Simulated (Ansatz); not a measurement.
**Interaction energy ladder**

The pair of Li⁺ (SMILES [Li+], atom 1) and H2S (SMILES S, atoms 2–4), both closed shells, in one local arrangement (a lower one may exist), relaxed at PBE0-D4/def2-TZVP:

```xyz
4
angstrom
Li -1.2987 1.4435 0.3760
S 0.2291 -0.4008 0.4493
H 1.2742 0.0983 -0.2370
H -0.2045 -1.1410 -0.5882
```

Ansatz 0.2.0; basis: def2-TZVPPD, with def2-QZVPPD for the basis limit; cores frozen in the correlated methods. The outer core shell of Li, Na, Mg and K is correlated. B3LYP uses VWN-RPA correlation. Extrapolation: Hartree–Fock as exp(−7.88 √X), correlation as X^−2.97. Interaction energies count from these two fragments, frozen as in the pair, with the counterpoise correction; negative means bound.

Question: What is the interaction energy by CCSD(T) at an estimated basis limit (MP2 extrapolated from triple and quadruple zeta, plus CCSD(T) − MP2 in triple zeta)? (To be estimated.)

Answer: By the calculation: -96.0 kJ/mol. Hartree–Fock alone gives -97.1 kJ/mol at the basis limit. It counts from the two fragments frozen as in the pair.

The same quantity by other methods in triple zeta, and each one's difference from that estimate:
| method | E_int (kJ/mol) | difference |
| --- | --- | --- |
| PBE-D4 | -102.9 | -6.9 |
| revPBE-D4 | -100.8 | -4.7 |
| BLYP-D4 | -102.2 | -6.1 |
| r2SCAN-D4 | -94.0 | 2.0 |
| B97M-V | -95.9 | 0.1 |
| PBE0-D4 | -102.6 | -6.6 |
| B3LYP-D4 | -102.8 | -6.7 |
| HSE06-D4 | -102.7 | -6.6 |
| wB97X-V | -99.7 | -3.7 |
| wB97M-V | -98.3 | -2.3 |
| B2PLYP | -99.1 | -3.1 |
| HF | -95.4 | 0.6 |
| MP2 | -93.0 | 3.0 |
| CCSD | -93.0 | 3.0 |
| CCSD(T) | -92.6 | 3.4 |
Differences are method less estimate.

Question: Which atoms make the shortest contact between the fragments?

Answer: Li1 and S2, 2.40 Å apart.

Basis-set superposition shift (counterpoise-corrected less uncorrected): CCSD(T) 1.4; MP2 1.3; HF 0.2; PBE0-D4 0.2; wB97M-V 0.3 kJ/mol.

T1 diagnostic: at most 0.011.

For scale, one of the runs: CCSD(T)/def2-TZVPPD, 107 basis functions, launched by `ansatz run in.yaml --threads 2 --pin off --events-out ev --progress --plain --max-ram 5222MiB`. Hardware: 2 CPU threads of an Intel Xeon 6975P-C, shared host. Wall time about 1.2 s.
